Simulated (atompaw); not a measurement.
# magnesium: PAW (atompaw) pseudisation with PBEsol, scalar-relativistic reference atom.

Mg (Z = 12), PAW, made with atompaw 4.2.0.5 (PBEsol, scalar-relativistic). Core [He], reference 2s2 2p6 3s1.5 3p0 (charge +0.5). Waves: 2s (bound): rc 0.80 bohr; 3s (bound): rc 1.25 bohr; 2p (bound): rc 1.00 bohr; 3p (bound, empty): rc 1.25 bohr. Local part: troulliermartins scheme with l = 2 at 1 Ry, radius 1.15 bohr. Core correction: smooth core density matched at 0.80 bohr. Augmentation charge: sinc compensation charge, radius 0.95 bohr; PAW radius 1.25 bohr; waves and projectors: custom rrkj gramschmidtortho.

All-electron outer shells of the reference configuration (PBEsol, scalar-relativistic, ld1.x):

```tsv
shell	level (eV)	outermost node (bohr)	outermost maximum (bohr)
2s	-83.85	0.18	0.55
2p	-50.81	–	0.48
3s	-7.88	0.90	2.47
3p	-4.02	0.95	3.17
```

(1) Estimate the cutoffs (Ry, on a coarse ladder) from which the occupation-weighted sum of valence levels, in a spherical-Bessel basis at the reference potential, stays within 10 and 1 mRy of its value at 400 Ry.

(2) Does the potential have ghost states?

(3) Is the overlap operator S = 1 + Σ q|β⟩⟨β| positive definite (Bessel basis up to 400 Ry)?

Results:

(1) 80 Ry and 160 Ry.

(2) No extra level below or beside the all-electron valence levels (s, p, d, f tested).

(3) Yes: its lowest eigenvalue is 0.09 (s channel).
